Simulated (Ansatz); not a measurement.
```yaml
crystal:
  periodic: [false, false, false]
  atoms:
    - {symbol: N, position_ang: [-1.389225, 0.684836, -0.100346]}
    - {symbol: Si, position_ang: [0.192848, 0.121849, 0.207241]}
    - {symbol: N, position_ang: [0.087520, -1.576487, 0.286707]}
    - {symbol: S, position_ang: [1.732806, 0.404848, -1.267389]}
    - {symbol: H, position_ang: [-1.890326, 0.373164, -0.917522]}
    - {symbol: H, position_ang: [-1.632188, 1.632084, 0.140224]}
    - {symbol: H, position_ang: [0.626063, 0.890053, 1.406151]}
    - {symbol: H, position_ang: [0.909433, -2.154422, 0.245016]}
    - {symbol: H, position_ang: [-0.674603, -2.017720, 0.773932]}
    - {symbol: H, position_ang: [2.120771, 1.590496, -0.771213]}
basis:
  gaussian: {orbitals: STO-3G}
magnetization: {spin_polarized: true, initial_magnetization: 0}
hamiltonian: {xc: {name: HF}}
correlation: {method: mp2, frozen_orbitals: {N: 0}}
output: {forces: true}
```

```sh
$ ansatz run in.yaml --threads 2 --pin off --events-out ev --progress --plain --max-ram 4352MiB
```

It prints (some lines left out):

```
Functional definition: HF
Error: "frozen_orbitals" has no count for Si
```

Problem. What is wrong with this run?

Solution. Frozen orbitals are typed for one element alone, and the program wants a count for each. The program refused the input.
